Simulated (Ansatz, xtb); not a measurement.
**C4H9AlClN: which of two isomers lies lower**

Structure a: `[Cl][AlH][N]1CCCC1`, a singlet. Structure b: `C=[C](C)[Al]([Cl])[NH]C`, a singlet. Both are isolated molecules in the gas phase, relaxed with PBE0-D3(BJ)/def2-SVP; each stands in its lowest conformer found.

Quicker runs give these differences E(b) − E(a): GFN2-xTB +41.3 kcal/mol; HF/STO-3G +34.2 kcal/mol (at GFN2-xTB geometries); r2SCAN-D4/def2-SVP +6.0 kcal/mol (at GFN2-xTB geometries).

Problem. Estimate E(b) − E(a) at the level CCSD(T)/def2-SVP + ΔMP2/def2-TZVPP.

Solution. Calculated at CCSD(T)/def2-SVP + ΔMP2/def2-TZVPP: E(b) − E(a) = +3.2 kcal/mol, so structure a lies lower.

The same difference at several levels:

| level | geometry | E(b) − E(a) (kcal/mol) | departure from the last row (kcal/mol) | job, with rough time for the two |
| --- | --- | --- | --- | --- |
| GFN2-xTB | GFN2-xTB | +41.3 | +38.1 | optimisation, 0.54 s |
| HF/STO-3G | GFN2-xTB | +34.2 | +31.0 | single point, 0.54 s |
| r2SCAN-D4/def2-SVP | GFN2-xTB | +6.0 | +2.7 | single point, 4.2 s |
| PBE0-D3(BJ)/def2-SVP | PBE0-D3(BJ)/def2-SVP | +9.3 | +6.0 | optimisation, 62 s |
| HF/def2-SVP | PBE0-D3(BJ)/def2-SVP | +3.3 | +0.1 | part of the CCSD(T) run |
| MP2/def2-SVP | PBE0-D3(BJ)/def2-SVP | +8.5 | +5.3 | part of the CCSD(T) run |
| CCSD(T)/def2-SVP | PBE0-D3(BJ)/def2-SVP | +6.8 | +3.6 | single point |
| CCSD(T)/def2-SVP + ΔMP2/def2-TZVPP | PBE0-D3(BJ)/def2-SVP | +3.2 |  | single point, 60 s |

As drawn, b has 1 C=C, 1 C–Al, 1 N–H in place of 1 C–N, 2 C–C, 1 Al–H. Structure a has a 5-membered ring, b no ring.

None of the levels shown reverses the order. The largest departure from CCSD(T)/def2-SVP + ΔMP2/def2-TZVPP is that of GFN2-xTB, 38.1 kcal/mol. The last row adds to CCSD(T) the change of the MP2 difference between the two basis sets, here −3.6 kcal/mol, a large step that makes the value less sure.

With thermal terms from frequencies at re-optimised GFN2-xTB minima (ideal gas, soft modes damped towards free rotors, one conformer each, 298.15 K, 1 atm): on the last row, ΔE + ΔZPE = +1.6, ΔH = +3.0, ΔG = +0.2 kcal/mol. In free energy the two are nearly level.

The correlated steps freeze 15 core orbitals. Programs: Ansatz 0.2.0, xtb 6.7.1; the last row on 2 threads of Intel(R) Xeon(R) 6975P-C (Granite Rapids) on a shared host.
